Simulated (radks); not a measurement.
Q: These are the eigenvalues of the occupied orbitals of an atom or ion with whole-number occupations (hartree). Calculated with a radial shooting solver on a logarithmic mesh with Libxc functionals: scalar-relativistic Kohn-Sham, PBEsol, spin-polarised, spherical densities, finite nucleus; Fermi nuclear charge, rms radius of each element as measured or else 0.836 A^(1/3) + 0.57 fm.

orbital  eigenvalue
1s up     -10.55151
1s down   -10.53080
2s up      -0.96894
2s down    -0.90254
2p up      -0.64852

Which element is it, and in what charge state? The configuration may be excited. Open shells, if any, are filled with parallel spins first.

A: Z = 6, carbon, charge +1: C+ in [He] 2s2 2p1. The list shows which subshells hold electrons but not how many an open one holds; the 1s level, -10.552 hartree, gives Z - s = 4.6 by -(Z - s)^2/2, which with screening and relativity narrows Z to a few neighbours, and the depths of the outer levels then fix element, charge and occupations together.
